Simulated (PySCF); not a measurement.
Isomers of C6H14O2Si, from PBE0-D3(BJ)/def2-SVP geometry optimisation, gas phase in PySCF 2.14.0. One conformer each, no zero-point energy, no frequencies.

Problem. Which is lower in electronic energy at this level?
A. `[CH3:1][CH:2]([CH3:3])[O:4][Si@@H:5]([OH:6])[CH:7]1[CH2:8][CH2:9]1` with C1–C2–O4–Si5 90°, C2–O4–Si5–O6 166°, O4–Si5–O6–H -36°, O4–Si5–C7–C8 -138°: A = 2398, B = 806.8, C = 666.0 MHz, dipole 1.29 D
B. `[CH3:1][C@@H:2]1[CH2:3][CH2:4][CH2:5][C@@H:6]1[SiH:7]([OH:8])[OH:9]` with C5–C6–Si7–O8 -69°, C6–Si7–O8–H 164°, C6–Si7–O9–H 104°, C1–C2–C3–C4 -154°, C2–C3–C4–C5 2°, C3–C4–C5–C6 24°, C4–C5–C6–Si7 86°: A = 1877, B = 1137, C = 968.9 MHz, dipole 1.76 D

Solution. B. That is `O[SiH](O)[C@@H]1[C@@H](CCC1)C`, 25.2 kcal/mol below the other.

| SMILES | mapped SMILES | E (Eh) | relative (kcal/mol) | relative (kJ/mol) | dipole (D) |
| --- | --- | --- | --- | --- | --- |
| C[C@@H]1CCC[C@@H]1[SiH](O)O | [CH3:1][C@@H:2]1[CH2:3][CH2:4][CH2:5][C@@H:6]1[SiH:7]([OH:8])[OH:9] | -676.18584 | 0.0 | 0.0 | 1.76 |
| CC(C)O[Si@@H](O)C1CC1 | [CH3:1][CH:2]([CH3:3])[O:4][Si@@H:5]([OH:6])[CH:7]1[CH2:8][CH2:9]1 | -676.14567 | 25.2 | 105.5 | 1.29 |

As drawn, the higher has a three-membered ring, which the lower lacks.
